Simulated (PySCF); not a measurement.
**A search over the determinants of CsPb⁺**

Unrestricted PBE0; Cs def2-SVPD with ECP46, Pb def2-SVPD with ECP60; scalar-relativistic core potentials (PySCF 2.14). Outer shells of the fragments: Cs+ closed shells only; Pb 5d10 6s2 6p2.

Followed along the bond (rough minima from three points):

```csv
2Ms+1,unpaired,⟨S²⟩ at the start,R at minimum (Å),Te (eV)
3,"σ ↑, π ↑",2.00,4.35,0.00
1,"σ ↑, π ↓",1.00,4.37,0.29
1,none,0.00,4.32,0.68
3,π ↑↑,2.00,none in the scan,≤ 0.36
1,π ↑↓,1.00,none in the scan,≤ 0.66
```

Solutions found at the starting distance of 3.700 Å, counted from the lowest of them; the search is not exhaustive and high or unbound solutions are not listed, so other states can lie among these:

```csv
2Ms+1,unpaired,term,E (eV),⟨S²⟩,⟨Lz²⟩,μ (D)
3,"σ ↑, π ↑",³Π,0.00,2.00,1.00,-8.02
1,"σ ↑, π ↓",mixed,0.30,1.00,1.00,-7.97
3,π ↑↑,³Σ⁻,0.32,2.00,0.00,-8.79
1,π ↑↓,mixed,0.61,1.00,2.01,-8.69
1,none,¹Σ⁺,0.77,0.00,0.00,-6.93
1,none,mixed,1.39,0.00,2.00,-8.38
3,σ ↑↑,³Σ⁺,3.76,2.00,0.00,1.33
3,"σ ↑, δ ↑",³Δ,5.34,2.00,4.00,0.75
1,"σ ↑, δ ↓",mixed,5.37,1.00,4.00,0.98
3,"σ ↑↑, π ↑↓",mixed,8.09,3.00,2.01,-8.32
```

A term symbol is given only where ⟨S²⟩ and ⟨Lz²⟩ are close to those of a pure state; real π, δ and φ orbitals otherwise mix terms. A positive dipole points towards Pb; it is taken about the centre of mass and depends on that origin.

Spin–orbit coupling is left out, which matters for elements this heavy, above all for dissociation energies.
